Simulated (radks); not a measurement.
Results of a calculation; reference values are marked as such.
Kinetic energies: the exact non-interacting value of the Kohn-Sham orbitals and orbital-free approximations, as 100 (|E| - |E exact|)/|E exact|, negative where the magnitude is too small. Species: Mg [Ne] 3s2; Zn2+ [Ar] 3d10. Code: a radial shooting solver on a logarithmic mesh with Libxc functionals. Model: non-relativistic Kohn-Sham, PBE, spin-polarised, spherical densities, point nucleus. Every spin shell is full or empty, so the densities are truly spherical. Functionals are evaluated on that one density, not self-consistently.

functional,Mg,Zn2+
exact (hartree),199.594,1776.95
Thomas-Fermi,-7.92,-6.35
von Weizsacker,-33.74,-50.62
TF + vW,+58.34,+43.03
TF + vW/9,-0.56,-0.87
TF + vW/5,+5.33,+3.52
LC94,+0.07,-0.11
APBEK,+0.21,-0.02
Perdew 92,-0.55,-0.86
Thakkar,-0.03,-0.55
Pearson,-1.99,-1.30
LKT,+34.10,+23.38
PG1,+27.85,+18.52
DePristo-Kress,-0.12,-0.20
Ernzerhof,+0.20,-0.48
